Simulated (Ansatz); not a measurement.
Stepwise reaction of `BO[SiH3]` with hydrogen sulfide, as a gas-phase model of exchange steps in deposition or etching. ΔE in kJ/mol.

Computed with Ansatz on PBE0-D4/def2-TZVP structures; ΔE is electronic, products minus reactants. CBS: MP2 limit from def2 TZ/QZ plus the TZ coupled-cluster correction, frozen cores. This one scheme is used for every species. DFT in def2-TZVPP. B3LYP here is the variant with VWN-RPA as its local correlation; programs differ in this. One conformer a species, not always the lowest.

```json
{"step": "1", "reaction": "`BO[SiH3]` + H₂S → `[SiH3]OBS` + H₂", "PBE-D4": "-68.5", "B3LYP-D4": "-58.9", "ωB97M-V": "-55.9", "CCSD(T)/CBS": "-57.4"}
```

(1) Give the row of step 2, `[SiH3]OBS` + H₂S → `[SiH3]OB(S)S` + H₂. (Estimate.)

(2) By hand: ΔE of the 2 steps together at CCSD(T)/CBS.

## Answers

(1) Computed: 
| step | reaction | PBE-D4 | B3LYP-D4 | ωB97M-V | CCSD(T)/CBS |
| --- | --- | --- | --- | --- | --- |
| 2 | `[SiH3]OBS` + H₂S → `[SiH3]OB(S)S` + H₂ | -51.3 | -43.9 | -43.2 | -44.6 |

(2) (-57.4) + (-44.6) = -102.0 kJ/mol, or -51.0 kJ/mol a step.

In ΔE each step is higher than the one before. All are downhill at CCSD(T)/CBS. PBE-D4 differs from CCSD(T)/CBS by -11.1 to -6.7 kJ/mol a step. Isolated molecules leave out the surface, adducts and barriers. Largest T1 diagnostic: 0.013.
